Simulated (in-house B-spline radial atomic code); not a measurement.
# Functionals against NIST's ionisation energies along a row: Mg⁺ to Ar⁺

Ionisation energies as differences of self-consistent total energies from an all-electron radial atomic-structure program (B-spline basis): all electrons, radial basis limit, scalar-relativistic (one-electron X2C), spin-polarised at highest spin, spherical densities; exact exchange is averaged over the determinants of each configuration. No spin-orbit coupling, Breit or QED terms. NIST's values run from ground level to ground level, so in open shells the differences also hold multiplet and fine-structure energies that spherical high-spin averages miss. Columns give computed minus NIST, in eV; a star marks a semi-empirical value. Species are left out where the tabulated value is theory, is uncertain by more than 0.12 eV, or (13 ions, such as In⁴⁺, Te⁴⁺ and Bi⁴⁺) lies off its series for all methods alike, which flatters the means a little.

```json
{"species": "Mg⁺", "shell": "3s", "NIST (eV)": "15.04", "LDA exchange-only": "-0.32", "PBE": "+0.33", "BP86": "+0.24", "AM05": "+0.13"}
{"species": "Al⁺", "shell": "3s", "NIST (eV)": "18.83", "LDA exchange-only": "-1.36", "PBE": "-0.04", "BP86": "+0.05", "AM05": "-0.23"}
{"species": "Si⁺", "shell": "3p", "NIST (eV)": "16.35", "LDA exchange-only": "-1.07", "PBE": "-0.08", "BP86": "+0.01", "AM05": "-0.14"}
{"species": "P⁺", "shell": "3p", "NIST (eV)": "19.77*", "LDA exchange-only": "-0.92", "PBE": "+0.10", "BP86": "+0.15", "AM05": "+0.01"}
{"species": "S⁺", "shell": "3p", "NIST (eV)": "23.34", "LDA exchange-only": "-1.01", "PBE": "+0.03", "BP86": "+0.05", "AM05": "-0.07"}
{"species": "Cl⁺", "shell": "3p", "NIST (eV)": "23.81", "LDA exchange-only": "-1.79", "PBE": "-0.19", "BP86": "+0.01", "AM05": "-0.19"}
{"species": "Ar⁺", "shell": "3p", "NIST (eV)": "27.63", "LDA exchange-only": "-1.48", "PBE": "+0.06", "BP86": "+0.18", "AM05": "+0.02"}
```

(1) How do the methods rank, and which species is hardest?

Answers

(1) Mean absolute (signed) differences: BP86 0.10 (+0.10) eV; AM05 0.11 (-0.07) eV; PBE 0.12 (+0.03) eV; LDA exchange-only 1.13 (-1.13) eV. For Mg⁺, which loses a 3s electron, the nearest method is off by +0.13 eV, the largest such miss. The first two are tied within the accuracy of the references.
